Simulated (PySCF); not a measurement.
**Electron correlation in Be (beryllium, neutral)**

[He] 2p2, high-spin 3P determinant (an excited configuration). All numbers are calculated (PySCF 2.14, no relativity, point nucleus, in dyall-acv3z (15s9p4d2f, 76 functions)). Frozen: 1s2; 2 electrons correlated; the 10 highest virtual orbitals of each spin left out.

With two correlated electrons CCSD is exact within the correlated space (frozen core and kept virtual orbitals).

```tsv
level	correlation energy (mhartree)
CCSD	-9.15
```

Diagnostics: T1 = 0.0037, D1 = 0.0053, largest double amplitude 0.042.

Cost of the coupled-cluster step: roughly 5 core-seconds, for 2 correlated electrons.

Iterations:

```
CC2 = 0
CCSD nocc = (np.int64(2), np.int64(0)), nmo = (65, 65)
frozen orbitals [[0, 66, 67, 68, 69, 70, 71, 72, 73, 74, 75], [0, 66, 67, 68, 69, 70, 71, 72, 73, 74, 75]]
max_cycle = 100
direct = 0
conv_tol = 1e-08
conv_tol_normt = 1e-06
diis_space = 8
diis_start_cycle = 0
Init t2, MP2 energy = -0.00607780342744846
Init E_corr(UCCSD) = -0.00607780342779655
cycle = 1  E_corr(UCCSD) = -0.00798823004796945  dE = -0.00191042662  norm(t1,t2) = 0.0257413
cycle = 2  E_corr(UCCSD) = -0.00867799222889357  dE = -0.000689762181  norm(t1,t2) = 0.0107675
cycle = 3  E_corr(UCCSD) = -0.00915498449454205  dE = -0.000476992266  norm(t1,t2) = 0.00493713
cycle = 4  E_corr(UCCSD) = -0.0091499109015583  dE = 5.07359298e-06  norm(t1,t2) = 0.000955996
cycle = 5  E_corr(UCCSD) = -0.00915111029719208  dE = -1.19939563e-06  norm(t1,t2) = 0.000130493
cycle = 6  E_corr(UCCSD) = -0.00915052944043259  dE = 5.80856759e-07  norm(t1,t2) = 1.63357e-05
cycle = 7  E_corr(UCCSD) = -0.00915076314077697  dE = -2.33700344e-07  norm(t1,t2) = 3.71937e-06
cycle = 8  E_corr(UCCSD) = -0.00915069616614564  dE = 6.69746313e-08  norm(t1,t2) = 6.19309e-07
cycle = 9  E_corr(UCCSD) = -0.00915070210225922  dE = -5.93611358e-09  norm(t1,t2) = 1.49491e-07
UCCSD converged
E(UCCSD) = -14.34556075883614  E_corr = -0.009150702102259215
```
